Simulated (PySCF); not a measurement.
## Computed structure and properties of [TaF4]+

System: [TaF4]+ (singlet); start: template (Td). Method: PySCF 2.14.0, RKS BP86, Ta def2-SVP with ECP60, F def2-SVP; non-relativistic Hamiltonian with scalar-relativistic core potentials where named; density fitting; no spin-orbit coupling.

Input of the relaxation:

```python
mol = gto.M(atom='''
Ta     0.00000    -0.00000     0.00000
F      1.03280     1.03280     1.03280
F     -1.03280    -1.03280     1.03280
F      1.03280    -1.03280    -1.03280
F     -1.03280     1.03280    -1.03280''',
    basis={'Ta': 'def2-SVP', 'F': 'def2-SVP'},
    ecp={'Ta': 'def2-SVP'},
    charge=1, spin=0)
mf = dft.RKS(mol, xc='B88,P86')
mf.grids.atom_grid = (50, 194)
mf = mf.density_fit()  # fitting sets: Ta def2-universal-JKFIT, F def2-universal-JKFIT
mf.conv_tol = 1e-08; mf.max_cycle = 55
mf.kernel(dm0)  # dm0: converged density of the start geometry
# quasi-Newton relaxation in Cartesian coordinates to a largest gradient under 0.00045 Eh/bohr, steps kept in the point group
```

Run from Python with OMP_NUM_THREADS=2; the lines above give its settings. Where DIIS fails, smearing, a level shift and second-order steps follow.
It took 9 s on 2 threads of Arm Neoverse V1, with other jobs on the host, from the converged density of the start.

Course of the relaxation:

| step | energy above end (eV) | largest force component within the symmetry (eV/Å) |
| --- | --- | --- |
| 0 | 0.1381 | 1.030 |
| 1 | 0.0064 | 0.209 |
| 2 | 0.0000 | 0.021 |
| 3 | 0.0000 | 0.001 |

Relaxed geometry (Td):

```xyz
5

Ta    0.0000    0.0000    0.0000
F     1.0554    1.0554    1.0554
F    -1.0554   -1.0554    1.0554
F     1.0554   -1.0554   -1.0554
F    -1.0554    1.0554   -1.0554
```

```json
{"contact": "Ta1–F2 (F)", "Å": "1.828"}
{"contact": "Ta1–F3 (F)", "Å": "1.828"}
{"contact": "Ta1–F4 (F)", "Å": "1.828"}
{"contact": "Ta1–F5 (F)", "Å": "1.828"}
```

On the finer grid (75, 302):

```yaml
HOMO: -17.58 eV
LUMO: -10.44 eV
Dipole_about_the_centre_of_mass: 0.00 D
Set_of_Mulliken_populations_of_Ta1_outside_the_core_potential: s 2.29, p 6.29, d 2.60, f 0.25
D3_BJ_dispersion_energy_not_in_the_energies: -0.123 eV
```

```tsv
atom	Mulliken (e)	Löwdin (e)	spin (e)
Ta1	1.57	0.81	0.00
F2	-0.14	0.05	0.00
F3	-0.14	0.05	0.00
F4	-0.14	0.05	0.00
F5	-0.14	0.05	0.00
```

On the grid (50, 194), as all that follows. Harmonic modes: a minimum; lowest 168 cm⁻¹ (negative: unstable), highest 778 cm⁻¹, zero-point energy 0.247 eV.

Taking off one F (charge -1, singlet; the rest: singlet) in vacuum, both parts rigid, costs 21.52 eV; the small basis without counterpoise inflates it. Most of it is the attraction of opposite charges; other ways to part are cheaper, and one spin state was tried for the rest.

Rigid scan of F along the line from its metal, all other atoms held (where the atom bridges, its other bond changes as well):

```
distance to F2 (Å)  energy (eV)
              1.53        2.849
              1.63        1.053
              1.73        0.223
              1.83        0.000
              1.93        0.157
              2.03        0.534
              2.23        1.597
              2.53        3.305
              2.93        5.154
```

One start shape was tried, so this needn't be the lowest isomer.
